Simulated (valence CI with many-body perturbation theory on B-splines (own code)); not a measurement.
# Lu LXVI: key properties

Level of theory: relativistic CI+MBPT: four valence electrons over a frozen Dirac-Fock core [He], a basis of 11 s, 11 p, 9 d, 7 f, 5 g, 2 h, 1 i functions for each j, with the one-electron correlation potential Σ1, the two-electron term Σ2, the three-electron term Σ3, Breit, model QED; selected CI, second order for the rest (own B-spline code, finite nucleus).

The last digits are not significant, and no measured levels were compared; by estimate large intervals hold to a few tenths of a per cent, small ones and those within an open d or f shell to about a per cent. Among the levels kept, up to 290 cm⁻¹ of a level comes from second order outside the variational space, and about a tenth of that is noise between levels of different J, which matters for small intervals.

Levels are named by their leading jj configuration (3d3/2^4 stands for four electrons in 3d with j = 3/2), which in mixed levels can hold well under half, so a name can repeat and another be missing.

Rates and lifetimes use the calculated energies. Strong lines usually hold to 10 to 20 %, long lifetimes can be off by a factor of two.

Problem. What is the ground level?

Solution. (2s^2 2p1/2^2) J=0, composition 68 % 2s²2p² ³P + 32 % 2s²2p² ¹S.

Problem. Where does the other parity begin?

Solution. At (2s 2p1/2^2 2p3/2) J=2, 106.39 Ry.

Problem. What are the static dipole polarisabilities of the lowest levels?

Solution. (2s^2 2p1/2^2) J=0 9.68e-05 bohr³, of which the core gives 2.66e-07.

Problem. Among levels below 847.35 Ry, which E1 lines absorb most strongly from the ground level?

Solution. to (2s^2 2p1/2 3d3/2) J=1 at 0.1242 nm, f = 1.09; to (2s 2p1/2^2 3p1/2) J=1 at 0.1266 nm, f = 0.337; to (2s 2p1/2^2 3p3/2) J=1 at 0.1221 nm, f = 0.306.

Problem. Name the longest-lived excited levels whose lifetime is computed, and their main decay.

Solution. (2s^2 2p1/2 2p3/2) J=2 at 86.97 Ry lives 23.2 ns, mostly by E2 to (2s^2 2p1/2^2) J=0; (2s^2 2p1/2 2p3/2) J=1 at 85.64 Ry lives 102 ps, mostly by M1 to (2s^2 2p1/2^2) J=0; (2s 2p1/2^2 2p3/2) J=2 at 106.39 Ry lives 33.7 ps, mostly by E1 to (2s^2 2p1/2 2p3/2) J=1.

Problem. How well does LS coupling describe the low levels?

Solution. Among the lowest 20 levels the leading LS term, summed over configurations, holds 67 % on average. For single configurations the figures are 67 % in LS and 100 % in jj coupling. Terms mix most in the J = 1 level at 112.53 Ry, where the leading one holds 31 %.

Problem. What is the ionisation energy?

Solution. 16732 eV; NIST lists 16730 ± 30 eV (theoretical).
